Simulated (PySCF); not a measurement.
Species: C₃H₂ClNSe.
Geometry (PBE0-D3(BJ)/def2-SVP, Å), atoms numbered from 1 in this order:
```
atom  x, y, z in Å
Cl1    2.4239   -0.7779   -1.4275
C2     0.9772   -0.1959   -0.7002
C3     0.9414    0.9151    0.0968
Se4   -0.7930    1.1978    0.6732
C5    -1.1899   -0.3324   -0.3265
N6    -0.1811   -0.8697   -0.9268
H7     1.7763    1.5558    0.3706
H8    -2.2077   -0.7259   -0.3857
```

The calculation used TDDFT PBE0/def2-SVPD, vertical, gas phase, core orbitals frozen in the response (PySCF). Relativistic effects, spin–orbit coupling among them, are left out although an element past zinc is present.

Orbital energies (eV): HOMO-3 -9.19, HOMO-2 -8.39, HOMO-1 -8.36, HOMO -7.19, LUMO -1.48, LUMO+1 -0.78, LUMO+2 0.39.

Computed singlets:

```
state  E (eV)       f
   S1    4.97   0.065
   S2    5.02  0.0004
   S3    5.18  0.0000
   S4    5.97   0.033
   S5    6.06  0.0003
   S6    6.44   0.026
   S7    6.47  0.0048
   S8    6.49  0.0014
   S9    6.84   0.015
  S10    6.86   0.202
```

Task: Which orbital pair leads each of S1, S2, S3, S4, S5, S6, S7 and S8, and how does its energy difference Δε compare with the excitation energy?

Result: 

| state | leading configuration | weight | Δε (eV) | E (eV) | E − Δε (eV) | f | other configurations |
| --- | --- | --- | --- | --- | --- | --- | --- |
| S1 | HOMO→LUMO | 0.92 | 5.71 | 4.97 | -0.74 | 0.065 | – |
| S2 | HOMO→LUMO+1 | 0.97 | 6.41 | 5.02 | -1.39 | 0.0004 | – |
| S3 | HOMO-1→LUMO | 0.98 | 6.88 | 5.18 | -1.71 | 0.0000 | – |
| S4 | HOMO-2→LUMO | 0.83 | 6.91 | 5.97 | -0.94 | 0.033 | – |
| S5 | HOMO-2→LUMO+1 | 0.97 | 7.60 | 6.06 | -1.54 | 0.0003 | – |
| S6 | HOMO-1→LUMO+1 | 0.82 | 7.58 | 6.44 | -1.14 | 0.026 | – |
| S7 | HOMO→LUMO+2 | 0.90 | 7.58 | 6.47 | -1.11 | 0.0048 | – |
| S8 | HOMO-3→LUMO | 0.98 | 7.71 | 6.49 | -1.21 | 0.0014 | – |

E − Δε runs from -1.71 to -0.74 eV. 

H and L stand for HOMO and LUMO. The other states: S9 6.84 eV, f 0.015, H→L+4 (97%); S10 6.86 eV, f 0.202, H→L+3 (76%), H-3→L+1 (8%).

Task: Pair triplets and singlets of the same leading configuration (75% or more in both) and give the splittings.

Result: 

```csv
configuration,triplet,E(T) (eV),singlet,E(S) (eV),E(S) − E(T) (eV)
HOMO→LUMO,T1,3.40,S1,4.97,+1.58
HOMO-2→LUMO,T2,4.56,S4,5.97,+1.41
```

The 4 triplets are Tamm–Dancoff values, the singlets full response.

Summed over the main configurations (up to three a state, each over 8%) of all 10 singlets, the electron leaves HOMO with weight 4.52, HOMO-1 with weight 1.80, HOMO-2 with weight 1.79 and HOMO-3 with weight 1.06.

All these states lie below the vertical ionisation energy of 9.12 eV (ΔSCF).
